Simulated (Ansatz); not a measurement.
Two members of one family (Series Snvinyl3X), computed with Ansatz in the gas phase; def2 core potentials for Sn, no spin–orbit coupling. The two geometries come from different levels. Binding counts from free atoms in the multiplicity of their measured ground term, without zero-point energy. A dash marks a value that wasn't run or was left out as unsound. The structures are stationary points that may keep the symmetry of their start. Remarks come from the PBE and PBE0 runs and from stability tests at other levels; not every state was tested. HOMO above LUMO (over both spins in singlets and doublets, within one spin in higher multiplets; at PBE or PBE0), or a gap under 0.15 eV within one spin, warns that the state may not be the lowest or that an electron is smeared out.

First: Sn(vinyl)3(OEt) (singlet, charge 0, r2SCAN-D4/def2-SVP geometry).

Cartesian coordinates in Å:
```
Sn 0.1233 -0.4573 -0.0646
C -0.9062 -1.2176 -1.7705
C -1.0340 -2.5250 -2.0393
H -1.3598 -0.4809 -2.4469
H -0.6035 -3.3036 -1.3969
H -1.5775 -2.8843 -2.9231
C 2.2548 -0.4908 -0.3042
C 2.8190 -0.8729 -1.4585
H 2.9005 -0.1958 0.5345
H 2.2219 -1.1801 -2.3284
H 3.9088 -0.8970 -1.5922
C -0.5281 -1.4088 1.7451
C -1.6582 -2.1279 1.7812
H 0.0748 -1.3147 2.6589
H -2.2959 -2.2558 0.8974
H -2.0028 -2.6231 2.6990
O -0.4742 1.4597 -0.0612
C 0.0149 2.3583 0.9086
C -0.5720 3.7306 0.6412
H -0.2561 2.0352 1.9382
H 1.1258 2.4220 0.8824
H -0.2154 4.4690 1.3780
H -0.2891 4.0734 -0.3669
H -1.6710 3.6874 0.6884
```

```json
{"level": "PBE-D4/def2-SVP", "HOMO (eV)": "-5.34", "LUMO (eV)": "-1.64", "gap (eV)": "3.71", "vertical IE (eV)": "–", "vertical triplet (eV)": "–", "binding per atom (eV)": "4.27"}
{"level": "PBE-D4/def2-TZVP", "HOMO (eV)": "-5.53", "LUMO (eV)": "-1.80", "gap (eV)": "3.72", "vertical IE (eV)": "8.23", "vertical triplet (eV)": "4.18", "binding per atom (eV)": "4.25"}
{"level": "r2SCAN-D4/def2-TZVP", "HOMO (eV)": "-5.82", "LUMO (eV)": "-1.63", "gap (eV)": "4.20", "vertical IE (eV)": "–", "vertical triplet (eV)": "3.95", "binding per atom (eV)": "4.15"}
{"level": "PBE0-D4/def2-SVP", "HOMO (eV)": "-6.90", "LUMO (eV)": "-0.72", "gap (eV)": "6.18", "vertical IE (eV)": "–", "vertical triplet (eV)": "–", "binding per atom (eV)": "4.20"}
{"level": "PBE0-D4/def2-TZVP", "HOMO (eV)": "-7.03", "LUMO (eV)": "-0.87", "gap (eV)": "6.16", "vertical IE (eV)": "8.67", "vertical triplet (eV)": "4.09", "binding per atom (eV)": "4.17"}
```

Remarks: gap within one spin near zero at PBE or PBE0 (triplet).

Second: Sn(vinyl)3(NMe2) (singlet, charge 0, PBE-D4/def2-SVP geometry).

```xyz
25

Sn   -0.1954    0.0242   -0.0941
C     0.8227    1.0909   -1.6827
C     0.3686    2.2663   -2.1547
H     1.7419    0.6545   -2.1163
H    -0.5444    2.7454   -1.7560
H     0.8835    2.8160   -2.9647
C    -1.1145   -1.7440   -0.9073
C    -1.3166   -1.9014   -2.2294
H    -1.4425   -2.5348   -0.2084
H    -1.0044   -1.1379   -2.9653
H    -1.8032   -2.8024   -2.6463
C    -1.6538    1.3281    0.8087
C    -2.9746    1.1509    0.6125
H    -1.3114    2.1739    1.4322
H    -3.3727    0.3248   -0.0050
H    -3.7287    1.8246    1.0610
N     1.0622   -0.6479    1.4161
C     1.5766    0.3106    2.3707
C     2.0124   -1.6866    1.0770
H     1.8668   -0.2023    3.3199
H     0.8015    1.0601    2.6361
H     2.4852    0.8728    2.0243
H     1.5660   -2.4133    0.3655
H     2.9671   -1.3118    0.6174
H     2.3074   -2.2608    1.9886
```

Task: Estimate how these quantities change from the first to the second (second minus first).

Result: 
```csv
level,Δ HOMO (eV),Δ LUMO (eV),Δ gap (eV),Δ vertical IE (eV),Δ vertical triplet (eV),Δ binding per atom (eV)
PBE-D4/def2-SVP,1.00,0.29,-0.71,–,–,-0.07
PBE-D4/def2-TZVP,1.02,0.26,-0.76,-0.96,-0.50,-0.08
r2SCAN-D4/def2-TZVP,1.10,0.27,-0.83,–,-0.17,-0.08
PBE0-D4/def2-SVP,1.24,0.34,-0.90,–,–,-0.07
PBE0-D4/def2-TZVP,1.25,0.30,-0.95,-1.29,-0.01,-0.07
```
